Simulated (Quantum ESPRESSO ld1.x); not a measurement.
All-electron atom: the rubidium ion Rb10+ in [Ar] 3d9 (the NIST ground configuration). Method: non-relativistic Kohn-Sham, PBE, spin-unpolarised, spherical densities, point nucleus; relativity is left out, which matters for an element this heavy; computed with ld1.x of Quantum ESPRESSO 7.5.

Normalised radial functions P(r) = r R(r), r in bohr:

```
   r/bohr * 1s, o 3d (the largest magnitude, 4.43, reaches the edge; | marks zero, & curves that meet)
 0.004801 o                     *
 0.006202 o                          *
 0.008011 o                                *
  0.01027 o                                      *
  0.01326 o                                            *
  0.01713 o                                                 *
  0.02195 o                                                     *
  0.02836 o                                                      *
  0.03634 o                                                    *
  0.04694 |o                                            *
  0.06063 |o                                  *
   0.0777 | o                      *
   0.1004 |   o         *
   0.1296 |     o*
   0.1661 | *      o
   0.2146 |*           o
   0.2772 *               o
   0.3553 *                 o
   0.4589 *                o
   0.5928 *             o
   0.7596 *         o
   0.9813 *     o
    1.268 * o
    1.624 *o
    2.098 &
     2.71 &
    3.473 &
```

1s: eigenvalue -14950.8 eV, 0 radial nodes, <r> = 0.0413 bohr, 90 % of the charge inside 0.0735 bohr. 3d: eigenvalue -298.95 eV, 0 radial nodes, <r> = 0.497 bohr, 90 % of the charge inside 0.795 bohr.
